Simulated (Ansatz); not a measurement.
The cluster In5. The state is a doublet with charge 0. Geometry PBE0-D4/def2-SVP; atoms count from 1.

Cartesian coordinates in Å:
```
In 1.059 0.090 -1.948
In 0.789 2.127 1.095
In 0.625 -2.304 -0.285
In -1.137 -0.946 1.655
In -1.336 1.034 -0.517
```

In the def2 sets In takes a core potential; there is no spin–orbit coupling. The structure comes from a short search, and lower isomers may exist.

Question: Estimate the Mulliken populations from the PBE0/def2-TZVP orbitals of Ansatz.

Answer: 
| atom | charge (e) | spin (α − β) |
| --- | --- | --- |
| In1 | -0.01 | 0.05 |
| In2 | 0.11 | 0.28 |
| In3 | 0.05 | 0.18 |
| In4 | -0.01 | 0.05 |
| In5 | -0.14 | 0.45 |
Mulliken values and Mayer orders depend strongly on the basis.

Question: Where does the spin sit?

Answer: Summed by element: In 1.00, of 1 unpaired in all. Largest on single atoms: In5 0.45, In2 0.28, In3 0.18.

Question: And the Mayer bond orders between bonded heavy atoms (over 0.3)?

Answer: In1–In3 0.67 (2.95 Å); In1–In5 0.68 (2.94 Å); In2–In5 0.69 (2.88 Å); In3–In4 0.67 (2.95 Å); In4–In5 0.68 (2.95 Å). Values over 0.3 also appear between atoms too far apart for a bond (In1–In2 0.35 at 3.67 Å; In1–In4 0.42 at 4.34 Å; In2–In4 0.35 at 3.67 Å; In3–In5 0.45 at 3.88 Å); they arise where an orbital or an unpaired electron spreads over both atoms.
